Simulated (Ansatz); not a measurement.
**Molecular dynamics of Cl2FH2HfN**

The input (input.yaml):

```yaml
crystal:
  periodic: [false, false, false]
  atoms:
    - { symbol: Hf, position_ang: [0.001523, 0.01445, 0.01434] }
    - { symbol: "N", position_ang: [-0.000865, -0.001373, 2.027409] }
    - { symbol: H, position_ang: [-0.472845, -0.695816, 2.619973] }
    - { symbol: H, position_ang: [0.465941, 0.685478, 2.633104] }
    - { symbol: Cl, position_ang: [2.246885, -0.106678, -0.73046] }
    - { symbol: Cl, position_ang: [-0.951496, 2.055446, -0.719905] }
    - { symbol: F, position_ang: [-1.032244, -1.510907, -0.492162] }
basis:
  gaussian: { orbitals: def2-SVP }
hamiltonian:
  xc: pbe
md:
  timestep: 0.5
  n_steps: 150
  ensemble: nvt_nose_hoover
  temperature: 700.0
  initial_velocities: maxwell_boltzmann
  seed: 987276
  nose_hoover: { tau: 100.0, chain_length: 3 }
```

Run as:

```bash
$ ansatz run input.yaml --threads 2 --pin off --max-ram 3072MiB --backend cpu --events-out ev --progress --plain --runs-dir out
```

It starts from a relaxed structure.

Output, in part (one step line in 3, the closing report, with atoms numbered from 0):

```
md step     0: t =     0.00 fs  T =   700.0 K  F+E_penalty+E_count = -30574.35024243 eV  E_kin = 0.452410 eV  conserved = -30573.89783244 eV  (30 SCF iters)
md step     3: t =     1.50 fs  T =   668.2 K  F+E_penalty+E_count = -30574.32936516 eV  E_kin = 0.431869 eV  conserved = -30573.89749668 eV  (30 SCF iters)
md step     6: t =     3.00 fs  T =   630.8 K  F+E_penalty+E_count = -30574.30494544 eV  E_kin = 0.407664 eV  conserved = -30573.89729221 eV  (31 SCF iters)
md step     9: t =     4.50 fs  T =   625.5 K  F+E_penalty+E_count = -30574.30183871 eV  E_kin = 0.404248 eV  conserved = -30573.89762709 eV  (31 SCF iters)
md step    12: t =     6.00 fs  T =   595.7 K  F+E_penalty+E_count = -30574.28249095 eV  E_kin = 0.384976 eV  conserved = -30573.89759696 eV  (30 SCF iters)
md step    15: t =     7.50 fs  T =   548.9 K  F+E_penalty+E_count = -30574.25176462 eV  E_kin = 0.354738 eV  conserved = -30573.89717615 eV  (30 SCF iters)
md step    18: t =     9.00 fs  T =   543.9 K  F+E_penalty+E_count = -30574.24890718 eV  E_kin = 0.351517 eV  conserved = -30573.89763749 eV  (30 SCF iters)
md step    21: t =    10.50 fs  T =   514.4 K  F+E_penalty+E_count = -30574.22974320 eV  E_kin = 0.332487 eV  conserved = -30573.89763417 eV  (31 SCF iters)
md step    24: t =    12.00 fs  T =   457.5 K  F+E_penalty+E_count = -30574.19241492 eV  E_kin = 0.295678 eV  conserved = -30573.89727147 eV  (30 SCF iters)
md step    27: t =    13.50 fs  T =   434.9 K  F+E_penalty+E_count = -30574.17783363 eV  E_kin = 0.281099 eV  conserved = -30573.89745671 eV  (31 SCF iters)
md step    30: t =    15.00 fs  T =   415.8 K  F+E_penalty+E_count = -30574.16546546 eV  E_kin = 0.268705 eV  conserved = -30573.89771141 eV  (31 SCF iters)
md step    33: t =    16.50 fs  T =   365.1 K  F+E_penalty+E_count = -30574.13196258 eV  E_kin = 0.235954 eV  conserved = -30573.89721551 eV  (31 SCF iters)
md step    36: t =    18.00 fs  T =   360.0 K  F+E_penalty+E_count = -30574.12854949 eV  E_kin = 0.232685 eV  conserved = -30573.89735552 eV  (30 SCF iters)
md step    39: t =    19.50 fs  T =   381.2 K  F+E_penalty+E_count = -30574.14222790 eV  E_kin = 0.246388 eV  conserved = -30573.89768066 eV  (31 SCF iters)
md step    42: t =    21.00 fs  T =   373.1 K  F+E_penalty+E_count = -30574.13620998 eV  E_kin = 0.241109 eV  conserved = -30573.89734767 eV  (30 SCF iters)
md step    45: t =    22.50 fs  T =   384.7 K  F+E_penalty+E_count = -30574.14332137 eV  E_kin = 0.248662 eV  conserved = -30573.89736203 eV  (30 SCF iters)
md step    48: t =    24.00 fs  T =   414.1 K  F+E_penalty+E_count = -30574.16211241 eV  E_kin = 0.267633 eV  conserved = -30573.89772220 eV  (31 SCF iters)
md step    51: t =    25.50 fs  T =   402.0 K  F+E_penalty+E_count = -30574.15349608 eV  E_kin = 0.259815 eV  conserved = -30573.89753047 eV  (31 SCF iters)
md step    54: t =    27.00 fs  T =   382.7 K  F+E_penalty+E_count = -30574.14014090 eV  E_kin = 0.247357 eV  conserved = -30573.89725781 eV  (30 SCF iters)
md step    57: t =    28.50 fs  T =   397.1 K  F+E_penalty+E_count = -30574.14915021 eV  E_kin = 0.256665 eV  conserved = -30573.89763699 eV  (30 SCF iters)
md step    60: t =    30.00 fs  T =   389.4 K  F+E_penalty+E_count = -30574.14327417 eV  E_kin = 0.251696 eV  conserved = -30573.89747137 eV  (31 SCF iters)
md step    63: t =    31.50 fs  T =   380.1 K  F+E_penalty+E_count = -30574.13627870 eV  E_kin = 0.245659 eV  conserved = -30573.89728303 eV  (30 SCF iters)
md step    66: t =    33.00 fs  T =   401.4 K  F+E_penalty+E_count = -30574.14950769 eV  E_kin = 0.259442 eV  conserved = -30573.89756782 eV  (30 SCF iters)
md step    69: t =    34.50 fs  T =   405.3 K  F+E_penalty+E_count = -30574.15118500 eV  E_kin = 0.261927 eV  conserved = -30573.89769209 eV  (30 SCF iters)
md step    72: t =    36.00 fs  T =   377.8 K  F+E_penalty+E_count = -30574.13206025 eV  E_kin = 0.244173 eV  conserved = -30573.89726996 eV  (30 SCF iters)
md step    75: t =    37.50 fs  T =   380.3 K  F+E_penalty+E_count = -30574.13300610 eV  E_kin = 0.245801 eV  conserved = -30573.89755691 eV  (30 SCF iters)
md step    78: t =    39.00 fs  T =   372.2 K  F+E_penalty+E_count = -30574.12674198 eV  E_kin = 0.240541 eV  conserved = -30573.89758340 eV  (31 SCF iters)
md step    81: t =    40.50 fs  T =   344.2 K  F+E_penalty+E_count = -30574.10729645 eV  E_kin = 0.222465 eV  conserved = -30573.89723992 eV  (30 SCF iters)
md step    84: t =    42.00 fs  T =   353.3 K  F+E_penalty+E_count = -30574.11227342 eV  E_kin = 0.228341 eV  conserved = -30573.89738968 eV  (30 SCF iters)
md step    87: t =    43.50 fs  T =   375.7 K  F+E_penalty+E_count = -30574.12585208 eV  E_kin = 0.242818 eV  conserved = -30573.89766224 eV  (30 SCF iters)
md step    90: t =    45.00 fs  T =   368.7 K  F+E_penalty+E_count = -30574.11980671 eV  E_kin = 0.238311 eV  conserved = -30573.89737610 eV  (31 SCF iters)
md step    93: t =    46.50 fs  T =   373.1 K  F+E_penalty+E_count = -30574.12146125 eV  E_kin = 0.241160 eV  conserved = -30573.89747762 eV  (30 SCF iters)
md step    96: t =    48.00 fs  T =   372.9 K  F+E_penalty+E_count = -30574.12014786 eV  E_kin = 0.241025 eV  conserved = -30573.89768065 eV  (31 SCF iters)
md step    99: t =    49.50 fs  T =   335.5 K  F+E_penalty+E_count = -30574.09428369 eV  E_kin = 0.216857 eV  conserved = -30573.89734683 eV  (31 SCF iters)
md step   102: t =    51.00 fs  T =   313.5 K  F+E_penalty+E_count = -30574.07873477 eV  E_kin = 0.202616 eV  conserved = -30573.89732975 eV  (31 SCF iters)
md step   105: t =    52.50 fs  T =   312.0 K  F+E_penalty+E_count = -30574.07672380 eV  E_kin = 0.201648 eV  conserved = -30573.89760113 eV  (31 SCF iters)
md step   108: t =    54.00 fs  T =   287.4 K  F+E_penalty+E_count = -30574.05935716 eV  E_kin = 0.185763 eV  conserved = -30573.89744493 eV  (31 SCF iters)
md step   111: t =    55.50 fs  T =   266.9 K  F+E_penalty+E_count = -30574.04472415 eV  E_kin = 0.172523 eV  conserved = -30573.89731321 eV  (31 SCF iters)
md step   114: t =    57.00 fs  T =   265.4 K  F+E_penalty+E_count = -30574.04283482 eV  E_kin = 0.171510 eV  conserved = -30573.89772348 eV  (31 SCF iters)
md step   117: t =    58.50 fs  T =   222.8 K  F+E_penalty+E_count = -30574.01382069 eV  E_kin = 0.144024 eV  conserved = -30573.89743644 eV  (31 SCF iters)
md step   120: t =    60.00 fs  T =   181.0 K  F+E_penalty+E_count = -30573.98556964 eV  E_kin = 0.117003 eV  conserved = -30573.89725412 eV  (31 SCF iters)
md step   123: t =    61.50 fs  T =   174.2 K  F+E_penalty+E_count = -30573.98046332 eV  E_kin = 0.112606 eV  conserved = -30573.89751751 eV  (31 SCF iters)
md step   126: t =    63.00 fs  T =   159.4 K  F+E_penalty+E_count = -30573.96988933 eV  E_kin = 0.103050 eV  conserved = -30573.89747386 eV  (31 SCF iters)
md step   129: t =    64.50 fs  T =   147.3 K  F+E_penalty+E_count = -30573.96084474 eV  E_kin = 0.095224 eV  conserved = -30573.89716406 eV  (31 SCF iters)
md step   132: t =    66.00 fs  T =   179.6 K  F+E_penalty+E_count = -30573.98108085 eV  E_kin = 0.116049 eV  conserved = -30573.89759789 eV  (30 SCF iters)
md step   135: t =    67.50 fs  T =   192.4 K  F+E_penalty+E_count = -30573.98805055 eV  E_kin = 0.124346 eV  conserved = -30573.89751722 eV  (30 SCF iters)
md step   138: t =    69.00 fs  T =   190.0 K  F+E_penalty+E_count = -30573.98497618 eV  E_kin = 0.122782 eV  conserved = -30573.89730696 eV  (30 SCF iters)
md step   141: t =    70.50 fs  T =   208.9 K  F+E_penalty+E_count = -30573.99596881 eV  E_kin = 0.134995 eV  conserved = -30573.89749604 eV  (31 SCF iters)
md step   144: t =    72.00 fs  T =   219.3 K  F+E_penalty+E_count = -30574.00118784 eV  E_kin = 0.141760 eV  conserved = -30573.89754044 eV  (32 SCF iters)
md step   147: t =    73.50 fs  T =   217.1 K  F+E_penalty+E_count = -30573.99778673 eV  E_kin = 0.140338 eV  conserved = -30573.89721417 eV  (31 SCF iters)
md step   150: t =    75.00 fs  T =   249.9 K  F+E_penalty+E_count = -30574.01742007 eV  E_kin = 0.161524 eV  conserved = -30573.89747515 eV  (49 SCF iters)
Total energy: -30574.01749339 eV, -1123.5744190687 hartree
Atom 0 at     0.031166     0.076974     0.082826 Å, force    -1.264110    -1.021494    -0.504952 eV/Å
Atom 1 at     0.127068    -0.320428     2.063596 Å, force     0.470583     0.141336     0.225569 eV/Å
Atom 2 at    -0.563614    -0.216614     2.793636 Å, force    -0.865518     0.134050     0.371590 eV/Å
Atom 3 at     0.959957    -0.612750     2.595187 Å, force     0.196260    -0.035566    -0.350559 eV/Å
Atom 4 at     2.131450    -0.217954    -0.738956 Å, force     1.322782    -0.063213    -0.419721 eV/Å
Atom 5 at    -1.070536     1.896279    -0.912701 Å, force    -0.151878     0.577851     0.178612 eV/Å
Atom 6 at    -0.988930    -1.314992    -0.793858 Å, force     0.291881     0.267036     0.499461 eV/Å
Dipole moment:     0.150681     0.036710     0.761375 e Å
```

All steps were run. The conserved energy stayed within 0.11 meV per atom of its start (net change 0.051 meV per atom), so the integration is sound. The mean temperature of the second half is 61 % below the set value. A run of 0.075 ps of so small a system gives no equilibrium averages.

The same pairs are bonded in the first frame and the last. Pairs count as bonded within 1.25 times the sum of covalent radii (0.12 Å more for H–H).

Last frame:

```xyz
7
Properties=species:S:1:pos:R:3
Hf 0.031 0.077 0.083
N 0.127 -0.320 2.064
H -0.564 -0.217 2.794
H 0.960 -0.613 2.595
Cl 2.131 -0.218 -0.739
Cl -1.071 1.896 -0.913
F -0.989 -1.315 -0.794
```

Run time: 4.8 min on 2 threads of Arm Neoverse V2, on a shared host, peak memory 0.21 GiB.
